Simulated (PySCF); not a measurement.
C₃H₈N, SMILES [CH2]NCC, multiplicity 2. Atoms are numbered in the order given.

```xyz
12

C      1.8417     0.5422     0.1505
N      0.4791     0.4226     0.3776
C     -0.3496    -0.3342    -0.5409
C     -1.7470    -0.5568     0.0229
H      2.3465    -0.3432    -0.2469
H      2.3957     1.1921     0.8319
H      0.0314     1.2672     0.7246
H     -0.4155     0.1558    -1.5362
H      0.1458    -1.3057    -0.7129
H     -1.7008    -1.0866     0.9870
H     -2.3617    -1.1476    -0.6735
H     -2.2660     0.4029     0.1882
```
Charge 0, spin multiplicity 2.

The structure is a stationary point at B3LYP-D3(BJ)/def2-SVP. The isomer is the one that the SMILES or the coordinates give; other isomers of the formula were not compared. One conformer was computed; it need not be the lowest.

Two levels are set side by side: PBE/pcH-1 (PySCF) and B3LYP/pcH-1 (PySCF). Contact hyperfine couplings, same geometry. Differences are taken from unrounded values.

```csv
quantity,PBE
"A(iso) of 13C, atom C1 (MHz)",102.5
"A(iso) of 14N, atom N2 (MHz)",12.3
"A(iso) of 13C, atom C3 (MHz)",7.0
"A(iso) of 13C, atom C4 (MHz)",2.7
"A(iso) of 1H, atom H5 (MHz)",-25.8
"A(iso) of 1H, atom H6 (MHz)",-28.5
"A(iso) of 1H, atom H7 (MHz)",-0.3
"A(iso) of 1H, atom H8 (MHz)",30.8
"A(iso) of 1H, atom H9 (MHz)",9.8
"A(iso) of 1H, atom H10 (MHz)",-0.4
"A(iso) of 1H, atom H11 (MHz)",-0.8
"A(iso) of 1H, atom H12 (MHz)",-0.5
```

Problem. These are the PBE values. What does B3LYP give? (Estimate from the structure and the level; the computed values follow.)

Solution. 
| quantity | B3LYP | PBE minus B3LYP |
|---|---|---|
| A(iso) of 13C, atom C1 (MHz) | 123.7 | -21.2 |
| A(iso) of 14N, atom N2 (MHz) | 14.9 | -2.6 |
| A(iso) of 13C, atom C3 (MHz) | 5.7 | 1.4 |
| A(iso) of 13C, atom C4 (MHz) | 1.9 | 0.8 |
| A(iso) of 1H, atom H5 (MHz) | -28.3 | 2.6 |
| A(iso) of 1H, atom H6 (MHz) | -31.1 | 2.5 |
| A(iso) of 1H, atom H7 (MHz) | -2.1 | 1.9 |
| A(iso) of 1H, atom H8 (MHz) | 27.7 | 3.2 |
| A(iso) of 1H, atom H9 (MHz) | 8.9 | 0.8 |
| A(iso) of 1H, atom H10 (MHz) | -0.2 | -0.2 |
| A(iso) of 1H, atom H11 (MHz) | -0.9 | 0.1 |
| A(iso) of 1H, atom H12 (MHz) | -0.4 | 0.0 |

Rough cost on one machine, each run with all the roots and properties that it gave: B3LYP against PBE within a factor of 2.
